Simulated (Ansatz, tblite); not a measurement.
Removing and adding an electron: Al4Sb5H16⁺, a cluster cut from zinc blende AlSb (hydrogen-capped). The state is a singlet with charge 1. Geometry: PBE-D4/def2-SVP. Ansatz, gas phase; energy differences of separate SCF runs; the oxidised species was run as a doublet alone; the reduced species was run as a doublet alone.

```xyz
25

Al    1.976    1.883    0.134
Al   -2.029    0.848   -2.481
Al    1.375   -2.825   -1.035
Al   -1.549   -0.581    2.175
Sb    2.875   -0.577   -0.534
Sb    0.088    2.431   -1.722
Sb    0.422    1.290    2.285
Sb   -2.962    0.297    0.046
Sb   -0.175   -2.710    1.233
H     3.067    3.006    0.415
H    -1.345   -0.514   -2.947
H    -3.099    1.777   -3.205
H     2.331   -4.092   -0.913
H     0.383   -2.376   -2.199
H    -2.337   -0.771    3.544
H     3.909   -0.290   -1.865
H     4.097   -0.894    0.621
H     0.990    2.855   -3.111
H    -0.436    4.009   -1.318
H    -0.242    2.742    2.894
H     1.442    0.928    3.609
H    -3.859    1.614    0.670
H    -4.262   -0.808   -0.070
H     0.681   -3.284    2.599
H    -1.342   -3.959    1.173
```

In the def2 sets Sb takes a core potential; there is no spin–orbit coupling. The xTB rows come from tblite. HOMO above LUMO, or a gap near zero within one spin, warns that the state may not be the lowest or that an electron is smeared out.

```tsv
level	−HOMO (eV)	vertical IE (eV)	−LUMO (eV)	vertical EA (eV)	HOMO–LUMO gap (eV)	IE − EA (eV)	remarks
GFN1-xTB	13.82	15.55	10.75	9.09	3.07	6.45	–
PBE-D4/def2-SVP	9.72	11.48	5.72	4.12	4.00	7.36	gap within one spin near zero (+2 doublet), gap within one spin near zero (doublet)
```

Q: Estimate the rows for GFN2-xTB, PBE0-D4/def2-SVP.

A: 
```
           level  −HOMO (eV)  vertical IE (eV)  −LUMO (eV)  vertical EA (eV)  HOMO–LUMO gap (eV)  IE − EA (eV)
        GFN2-xTB       12.95             14.64       10.67              8.91                2.28          5.73
PBE0-D4/def2-SVP       10.72             11.96        5.07              3.97                5.65          7.99
```

   Raw xTB energy differences between charge states are shifted by several eV; the methods need an empirical correction for them.
